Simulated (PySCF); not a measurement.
How a change of structure moves an absorption spectrum

Level of theory: TDDFT CAM-B3LYP/def2-SVPD, vertical, gas phase, core orbitals frozen in the response in PySCF. Geometries: PBE0-D3(BJ)/def2-SVP; one conformer of each isolated species. Triplets are in the Tamm–Dancoff approximation.

Parent: `c1pcpcp1`, with lowest singlet excitation energy 3.85 eV, mean static polarisability 106.8 au, HOMO energy -8.75 eV, lowest triplet energy 2.76 eV. Its spectrum: 322 nm (f 0.028); 316 nm (f 0.000); 315 nm (f 0.000); 312 nm (f 0.000 summed over 2 states); 274 nm (f 0.000).

(1) Order the derivatives by their lowest singlet excitation, lowest first, with the shift from the parent.
A. H replaced by NMe2: `CN(C)c1pcpcp1`
B. H replaced by OCH3: `COc1pcpcp1`
C. H replaced by SCH3: `CSc1pcpcp1`

(1) A (shift -0.75 eV), C (shift -0.68 eV), B (shift -0.37 eV).

```tsv
change	SMILES	Δ S1 (eV)	Δ α (au)	Δ HOMO (eV)	Δ T1 (eV)
H replaced by SCH3	CSc1pcpcp1	-0.68	+42.7	+1.39	-0.55
H replaced by OCH3	COc1pcpcp1	-0.37	+23.0	+1.01	-0.32
H replaced by NMe2	CN(C)c1pcpcp1	-0.75	+46.0	+1.85	-0.55
```

S1 falls most with H replaced by NMe2 (-0.75 eV); all changes lower it. S1 is simply the lowest singlet of each species and needn't be the same kind of state throughout.

Lowest levels of each derivative:
- `CSc1pcpcp1`: 3.16 eV (f 0.025); 3.60 eV (f 0.198); 3.91 eV (f 0.016)
- `COc1pcpcp1`: 3.48 eV (f 0.042); 3.90 eV (f 0.012); 4.01 eV (f 0.002)
- `CN(C)c1pcpcp1`: 3.10 eV (f 0.059); 3.82 eV (f 0.017); 3.84 eV (f 0.193)
